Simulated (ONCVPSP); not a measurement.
**Logarithmic derivatives: Nd (Z = 60), ONCV**

ONCVPSP 4.0.1 input, shortened (lines: element, Z, core and valence counts, functional; n l f; lmax; l rc ep ncon nbas qcut; lloc lpopt rc5 dvloc0; l nproj debl; icmod fcfact rcfact), PBE, scalar-relativistic:

```
  Nd 60.00   11    3        4      upf
    1    0    2.00
    2    0    2.00
    2    1    6.00
    3    0    2.00
    3    1    6.00
    3    2   10.00
    4    0    2.00
    4    1    6.00
    4    2   10.00
    5    0    2.00
    5    1    6.00
    4    3    4.00
    6    0    1.50
    6    1    0.50
    3
    0    3.10    0.00    4    8    2.50
    1    3.25    0.00    3    8    2.30
    2    3.10    0.17    4    8    3.10
    3    1.50    0.00    4    8   11.50
    4    5    1.00    6.00
    0    1    2.90
    1    3    0.30
    2    2    2.50
    3    2    1.90
    0    0.00    0.00
```

In the d channel the program set the typed energies aside and used -0.088, 2.412 Ha.

The phase is arctan(r·R′/R) of the radial function R(r), unwrapped; energies in Ha, scanned from -2 to 5 Ha. A pole is an energy at which the radial function vanishes at the test radius. The pseudo phase is shifted by a multiple of π to meet the all-electron one at the reference energy, and phase errors are pseudo minus all-electron; the curves can meet again beyond the range given. Levels narrower than the energy grid can be missing from the lists of poles.

**Question.** For each channel, where are the poles, and over which energies does the pseudopotential scatter like the atom?

**Answer.**

```
channel  radius (bohr)  reference energy (Ha)  poles, all-electron      poles, pseudo  unbroken range about the reference energy with phases within 0.05 rad  phase error 1 Ha above the reference energy (rad)
      s           3.15                  -0.14    -1.49, 1.07, 4.61  -1.68, 0.81, 3.14                                                            -1.3 to 0.7                                             -0.070
      p           3.31                  -0.06    -0.79, 1.38, 4.64  -0.79, 1.38, 4.24                                                              below 2.3                                             +0.000
      d           3.15                  -0.09           0.26, 2.65   0.26, 2.65, 3.42                                                              below 1.0                                             +0.034
      f           1.52                  -0.09                 0.47               0.47                                                        the whole range                                             +0.000
```

Note: ghosts flagged at negative energy: s at -292.6 eV, s at -46.1 eV, p at -22.7 eV; GHOST(+) flagged for p at 64.4 eV, d at 92.8 eV, p at 317.9 eV. A true bound ghost makes a file unfit for plane-wave use.

Phases in the p channel:

```csv
E (Ha),all-electron,pseudo
-1.98,1.371,1.371
-1.62,1.335,1.334
-1.26,1.259,1.258
-0.90,-0.170,-0.215
-0.54,-1.839,-1.839
-0.18,-2.141,-2.141
0.18,-3.384,-3.385
0.54,-4.369,-4.369
0.90,-4.588,-4.588
1.26,-4.687,-4.687
1.62,-4.759,-4.759
1.98,-4.841,-4.844
2.34,-5.007,-5.057
2.70,-6.014,-6.362
3.06,-7.491,-7.569
3.42,-7.693,-7.731
3.78,-7.768,-7.799
4.14,-7.811,-7.843
4.50,-7.843,-7.883
4.86,-7.871,-7.930
```
